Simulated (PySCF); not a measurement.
Isomers of C7H8O2, one GFN2-xTB conformer each. Single-point energies are computed at PBE0/pcSseg-1 (PySCF, gas phase, no added dispersion term), electronic only.

Question: Rank them by PBE0/pcSseg-1 energy, lowest first (kJ/mol).
A. `CC1=CC(=O)C=C(C)O1` (2,6-dimethyl-4-pyrone)
B. `[O:1]=[C:2]([OH:3])[C:4]1=[CH:5][CH:6]=[CH:7][CH2:8][CH2:9]1` with O1–C2–O3–H 0°, O1–C2–C4–C5 177°, C4–C5–C6–C7 15°, C6–C7–C8–C9 -31°, C7–C8–C9–C4 45°, C2–C4–C9–C8 149°

Answer: B (0.0), A (15.4).

As drawn, the lower has an O–H bond, which the higher lacks. GFN2-xTB itself gives, in the same order: 25.5, 0.0. GFN2-xTB puts Cc1cc(=O)cc(C)o1 lowest instead.

Q: Which frontier levels, dipoles and rotational constants go with these structures?

A: 
```csv
SMILES,"HOMO (eV, PBE0/pcSseg-1)",LUMO (eV),dipole (D),"A, B, C (MHz)"
O=C(O)C1=CC=CCC1,-6.69,-1.83,2.14,"3584, 1192, 917.0"
Cc1cc(=O)cc(C)o1,-6.85,-0.89,4.98,"1964, 1797, 949.5"
```

Q: As an exercise, what shares would exp(−E/RT) give at 2000 K from these electronic energies alone (no entropy, no degeneracies)?

A: RT = 16.629 kJ/mol: O=C(O)C1=CC=CCC1 71.6 %, Cc1cc(=O)cc(C)o1 28.4 %.
